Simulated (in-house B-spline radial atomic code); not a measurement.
## Two electrons outside the [He] 2s2 core: Cl XII (Cl11+)

Computed with an all-electron radial atomic-structure program (B-spline basis): configuration interaction (CI) of the two valence electrons in the field of the frozen Dirac-Fock core, alone and with many-body perturbation theory for the core (screened one- and two-electron correlation potentials), Breit and QED terms; no-pair Dirac Hamiltonian, finite nucleus. Labels give the configuration (outer n counted up each series) and the leading LS term, or the jj pair where no LS term holds 70 %.

The outer s² shell of this core is soft: its mixing with p² is only treated to second order, so levels can be several per cent off.

Command:
```bash
python run_mb.py task.json out
```
Settings (nuclear radius in fm, box in bohr, cutoff in hartree):
```
basis_form          3
Z                   17
core_configuration  [He] 2s2
rms_radius          3.3654
mass_number         35
speed_of_light      137.036
box_radius          6.923
lmax                6
intervals           62
virtual_cutoff      578.0
```

Cost of the run: 68 s on 1 thread of Arm Neoverse V2, on a shared host.

Excitation energies (cm⁻¹):

```tsv
level	purity of the LS term	CI alone	CI + MBPT + Breit + QED	Landé g of the LS mixture
2p2 3P0	0.99	0	0	-
2p2 3P1	1.0	7426	7147	1.50
2p2 3P2	0.981	?	?	?
2p2 1D2	0.981	?	?	?
```

(1) Where does 2p2 1D2 lie?

(2) Where does 2p2 3P2 lie?

(3) What is the first ionisation energy?

Answers

(1) 76653 cm⁻¹ in CI alone and 75020 cm⁻¹ with all corrections; g = 1.01.

(2) 17860 cm⁻¹ in CI alone and 16589 cm⁻¹ with all corrections; g = 1.49.

(3) 592.51 eV to the 2p1/2 state of the next ion (590.78 eV from CI alone). NIST lists 591.58 ± 0.19 eV (semi-empirical).
